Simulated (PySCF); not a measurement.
# Electronic structure of Rh (rhodium, neutral) at the B3LYP level

Configuration: [Kr] 4d7 5s2, high-spin 4F determinant (an excited configuration). All numbers are calculated (PySCF 2.14, a scalar-relativistic core potential, in aug-cc-pwCVDZ-PP with ECP28MDF).

| Item | Value |
| --- | --- |
| Total energy | -110.1112 hartree |
| One-electron energy | -191.4573 hartree |
| Hartree (Coulomb) energy | 92.5731 hartree |
| Exchange-correlation energy | -11.2270 hartree |
| ⟨S²⟩ | 3.7552 |
| ⟨L²⟩ | 12.013 |
| Sum of ⟨r⟩ | 25.48 bohr |
| Sum of ⟨r²⟩ | 52.49 bohr² |

```
shell  electrons  mean orbital energy (hartree)  spread (hartree)  rms radius, mean of both spins (bohr)
 4s α          1                       -3.37635                 0                                   1.05
 4s β          1                       -3.26777                 0                                   1.05
 4p α          3                       -2.14989                 0                                   1.16
 4p β          3                       -2.03111                 0                                   1.16
 4d α          5                       -0.40168           0.03095                                   1.66
 4d β          2                       -0.33807                 0                                   1.66
 5s α          1                       -0.22876                 0                                   3.38
 5s β          1                       -0.20598                 0                                   3.38
```

Energies and moments cover only the electrons outside the core potential.
